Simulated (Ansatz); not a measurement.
Program: Ansatz. Geometries: PBE0-D4/def2-TZVP. ΔE: electronic, gas phase. CCSD(T)/CBS adds triple-zeta CCSD(T) − MP2 to the extrapolated MP2 energy (def2 sets, frozen cores). This one scheme is used for every species. Elements past krypton have def2 core potentials. For In outer-core shells are correlated without core-valence functions, which leaves a few kJ/mol of doubt a bond. One conformer a species, not always the lowest.

Reaction (formal exchange of groups at the In–C bond): `C[CH2][InH][Cl]` + `[AlH3]` → `[AlH2][InH][Cl]` + `CC`

`C[CH2][InH][Cl]`:

Cartesian coordinates in Å:
```
C 1.143 0.294 -0.619
C 0.258 0.503 0.600
In -1.585 -0.599 0.537
Cl -1.737 -1.847 -1.462
H 2.066 0.877 -0.538
H 1.423 -0.754 -0.743
H 0.642 0.594 -1.541
H 0.769 0.209 1.523
H -0.010 1.556 0.726
H -2.969 -0.831 1.515
```

`[AlH3]`:

```xyz
4

Al    0.000    0.000    0.000
H    -0.965   -1.253   -0.124
H     1.571   -0.211    0.054
H    -0.606    1.464    0.070
```

`[AlH2][InH][Cl]`:

Z-matrix (Å, degrees):
```
Al
In 1 2.658
H 1 1.587 2 119.9
H 1 1.587 2 119.9 3 177.3
Cl 2 2.378 1 104.7 3 -88.6
H 2 1.720 1 146.0 3 91.3
```

`CC`:

Cartesian coordinates in Å:
```
C -0.440 0.580 0.215
C 0.440 -0.580 -0.215
H -1.498 0.307 0.191
H -0.208 0.902 1.233
H -0.310 1.444 -0.440
H 1.498 -0.307 -0.191
H 0.207 -0.902 -1.233
H 0.310 -1.444 0.440
```

```
          species  MP2/CBS(def2) energy (Eh)
`C[CH2][InH][Cl]`                 -729.27855
         `[AlH3]`                 -243.75528
`[AlH2][InH][Cl]`                 -893.38491
             `CC`                  -79.67486
```

(1) Work out ΔE.

(2) What do rigid-rotor, harmonic-oscillator terms from PBE0-D4/def2-TZVP frequencies (298.15 K, 1 bar) make of the CCSD(T)/CBS value? (Estimate.)

Largest T1 diagnostic among the species: 0.014.

Answers

(1) ΔE = (-893.38491) + (-79.67486) − (-729.27855) − (-243.75528) = -0.02594 Eh = -68.1 kJ/mol. CCSD(T)/CBS gives -73.5 kJ/mol.

(2) Ansatz gave: ΔZPE = +13.2 kJ/mol, ΔH = -60.8 kJ/mol, ΔS = 3 J/(mol·K), ΔG = -61.8 kJ/mol. Modes under 50 cm⁻¹ make the entropy rough.

Leaving LDA and LC-ωPBE aside and taking each functional with its dispersion term where it has one, the values, not all of them listed here, spread over 12.6 kJ/mol, from HSE06-D4 to B97M-V. LDA lies +5.7 kJ/mol from PBE without D4. In def2-TZVPP, CCSD(T) changes the Hartree–Fock value by +15.1 kJ/mol (the triples alone add +2.9 kJ/mol) and MP2 by +20.4 kJ/mol. At CCSD(T), def2-SVP lies −4.5 kJ/mol from the extrapolated value and def2-TZVPP +0.3 kJ/mol.
